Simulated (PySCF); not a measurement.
**Computed data sheet: `Cc1cccc2[nH]ncc12`**

Species: C₈H₈N₂.
Cartesian coordinates in Å at the GFN2-xTB level; atoms count from 1:
```xyz
18
C8H8N2 angstrom
C      2.2743   -0.7781   -0.3652
C      1.0177    0.0044   -0.1419
C      1.0371    1.3793   -0.0283
C     -0.1225    2.1300    0.1960
C     -1.3574    1.5368    0.3178
C     -1.3985    0.1508    0.2013
N     -2.4260   -0.7347    0.2614
N     -2.0086   -1.9969    0.0890
C     -0.7134   -1.9570   -0.0835
C     -0.2318   -0.6212   -0.0269
H      2.8317   -0.3703   -1.2070
H      2.0543   -1.8234   -0.5616
H      2.9130   -0.7181    0.5161
H      1.9810    1.8986   -0.1147
H     -0.0380    3.2037    0.2752
H     -2.2522    2.1138    0.4929
H     -3.4031   -0.5466    0.4112
H     -0.1664   -2.8647   -0.2436
```

Among its groups: benzene ring, pyridine-type ring nitrogen and pyrrole-type ring nitrogen.

GFN2-xTB geometry:

| Quantity | Value |
| --- | --- |
| Rotational constants A, B, C of the GFN2-xTB geometry | 2.227, 1.493, 0.899 GHz |

**PBE0/pcSseg-1 ground state and GIAO shieldings, non-relativistic (PySCF)**

| Property | Result |
| --- | --- |
| Dipole moment | 1.52 D |
| HOMO energy | -6.34 eV |
| LUMO energy | -0.75 eV |
| HOMO–LUMO gap | 5.59 eV |
| Lowest Hirshfeld atomic charge | -0.14 e on N8 |
| Highest Hirshfeld atomic charge | +0.16 e on H17 |
| 13C chemical shifts (computed TMS as zero) by class | 144.8 (C6), 136.7 (C2), 135.8 (C9), 131.1 (C4), 128.8 (C10), 126.0 (C3), 109.4 (C5), 19.5 (C1) ppm |
| 1H chemical shifts (computed TMS as zero) by class | 9.53 (H17), 8.17 (H18), 7.60 (H15), 7.42 (H16), 7.32 (H14), 2.82 (H11/H12/H13) ppm |
| Isotropic shieldings of nuclei other than C and H, by class | -84 (N8), 69 (N7) ppm |
| Mayer bond orders between heavy atoms | C1–C2 1.12, C2–C3 1.51, C3–C4 1.38, C4–C5 1.50, C5–C6 1.34, C6–N7 0.97, N7–N8 1.18, N8–C9 1.62, C9–C10 1.27, C10–C2 1.24, C10–C6 1.19 |

Monoisotopic mass from the formula: 132.0687 u.

With B = h/(8π²I), that is 505.379 GHz u Å² over I, the principal moments of inertia are 227.0, 338.6 and 562.4 u Å² (most abundant isotopes). The dipole matches unit charges of opposite sign 0.32 Å apart (1 e·Å = 4.8032 D). The rotational constants make it an asymmetric top with κ = (2B − A − C)/(A − C) = -0.11, nearer the prolate limit (−1).

Geometry: GFN2-xTB; no solvent or vibrations. GFN2-xTB frequencies show an imaginary mode (84i cm⁻¹), so this geometry is no minimum at that level. NMR classes are plain means over equivalent atoms (diastereotopic ones count apart unless rotation or inversion swaps them), as if these changed places fast; in this geometry the members of some classes differ.
